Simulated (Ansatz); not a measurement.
Program: Ansatz.

Input file:

```yaml
crystal:
  periodic: [false, false, false]
  atoms:
    - { symbol: W, position_ang: [0.0, 0.0, 0.0] }
    - { symbol: O, position_ang: [0.0, 0.0, 2.29] }
    - { symbol: H, position_ang: [-0.9095, -0.2814, 2.6271] }
    - { symbol: Cl, position_ang: [2.39, 0.0, 0.0] }
    - { symbol: Cl, position_ang: [0.0, 2.39, 0.0] }
    - { symbol: Cl, position_ang: [-2.39, 0.0, 0.0] }
    - { symbol: Cl, position_ang: [0.0, -2.39, 0.0] }
    - { symbol: Cl, position_ang: [0.0, 0.0, -2.39] }
    - { symbol: Cl, position_ang: [1.7678, 1.8416, 0.8482] }
    - { symbol: H, position_ang: [0.9192, 0.9576, 2.0562] }
basis:
  gaussian: { orbitals: def2-SVP }
hamiltonian:
  xc: hf
neb:
  order_check: false
  images: 7
  f_tol: 0.05
  max_iterations: 60
  final_atoms:
    - { symbol: W, position_ang: [0.0, 0.0, 0.0] }
    - { symbol: O, position_ang: [0.0, 0.0, 2.29] }
    - { symbol: H, position_ang: [-0.9095, -0.2814, 2.6271] }
    - { symbol: Cl, position_ang: [2.39, 0.0, 0.0] }
    - { symbol: Cl, position_ang: [0.0, 2.39, 0.0] }
    - { symbol: Cl, position_ang: [-2.39, 0.0, 0.0] }
    - { symbol: Cl, position_ang: [0.0, -2.39, 0.0] }
    - { symbol: Cl, position_ang: [0.0, 0.0, -2.39] }
    - { symbol: Cl, position_ang: [1.7678, 1.8416, 0.8482] }
    - { symbol: H, position_ang: [0.9192, 0.9576, 2.0562] }
  initial_path:
    images:
      - { positions_ang: [[0.0, 0.0, 0.0], [0.0, 0.0, 2.29], [-0.9095, -0.2814, 2.6271], [2.39, 0.0, 0.0], [0.0, 2.39, 0.0], [-2.39, 0.0, 0.0], [0.0, -2.39, 0.0], [0.0, 0.0, -2.39], [1.7678, 1.8416, 0.8482], [0.9192, 0.9576, 2.0562]] }
      - { positions_ang: [[0.0, 0.0, 0.0], [0.0, 0.0, 2.29], [-0.9095, -0.2814, 2.6271], [2.39, 0.0, 0.0], [0.0, 2.39, 0.0], [-2.39, 0.0, 0.0], [0.0, -2.39, 0.0], [0.0, 0.0, -2.39], [1.7678, 1.8416, 0.8482], [0.9192, 0.9576, 2.0562]] }
      - { positions_ang: [[0.0, 0.0, 0.0], [0.0, 0.0, 2.29], [-0.9095, -0.2814, 2.6271], [2.39, 0.0, 0.0], [0.0, 2.39, 0.0], [-2.39, 0.0, 0.0], [0.0, -2.39, 0.0], [0.0, 0.0, -2.39], [1.7678, 1.8416, 0.8482], [0.9192, 0.9576, 2.0562]] }
      - { positions_ang: [[0.0, 0.0, 0.0], [0.0, 0.0, 2.29], [-0.9095, -0.2814, 2.6271], [2.39, 0.0, 0.0], [0.0, 2.39, 0.0], [-2.39, 0.0, 0.0], [0.0, -2.39, 0.0], [0.0, 0.0, -2.39], [1.7678, 1.8416, 0.8482], [0.9192, 0.9576, 2.0562]] }
      - { positions_ang: [[0.0, 0.0, 0.0], [0.0, 0.0, 2.29], [-0.9095, -0.2814, 2.6271], [2.39, 0.0, 0.0], [0.0, 2.39, 0.0], [-2.39, 0.0, 0.0], [0.0, -2.39, 0.0], [0.0, 0.0, -2.39], [1.7678, 1.8416, 0.8482], [0.9192, 0.9576, 2.0562]] }
      - { positions_ang: [[0.0, 0.0, 0.0], [0.0, 0.0, 2.29], [-0.9095, -0.2814, 2.6271], [2.39, 0.0, 0.0], [0.0, 2.39, 0.0], [-2.39, 0.0, 0.0], [0.0, -2.39, 0.0], [0.0, 0.0, -2.39], [1.7678, 1.8416, 0.8482], [0.9192, 0.9576, 2.0562]] }
      - { positions_ang: [[0.0, 0.0, 0.0], [0.0, 0.0, 2.29], [-0.9095, -0.2814, 2.6271], [2.39, 0.0, 0.0], [0.0, 2.39, 0.0], [-2.39, 0.0, 0.0], [0.0, -2.39, 0.0], [0.0, 0.0, -2.39], [1.7678, 1.8416, 0.8482], [0.9192, 0.9576, 2.0562]] }
      - { positions_ang: [[0.0, 0.0, 0.0], [0.0, 0.0, 2.29], [-0.9095, -0.2814, 2.6271], [2.39, 0.0, 0.0], [0.0, 2.39, 0.0], [-2.39, 0.0, 0.0], [0.0, -2.39, 0.0], [0.0, 0.0, -2.39], [1.7678, 1.8416, 0.8482], [0.9192, 0.9576, 2.0562]] }
      - { positions_ang: [[0.0, 0.0, 0.0], [0.0, 0.0, 2.29], [-0.9095, -0.2814, 2.6271], [2.39, 0.0, 0.0], [0.0, 2.39, 0.0], [-2.39, 0.0, 0.0], [0.0, -2.39, 0.0], [0.0, 0.0, -2.39], [1.7678, 1.8416, 0.8482], [0.9192, 0.9576, 2.0562]] }
```

Command:

```bash
$ ansatz run input.yaml --threads 4 --pin off --max-ram 5120MiB --backend cpu --events-out ev --progress --plain --runs-dir out
```

Task: What happens?

Result: The program refused the input.

```
Error: invalid value for `neb.final_atoms`: is identical to crystal.atoms — the two endpoints must differ for a path to exist
```
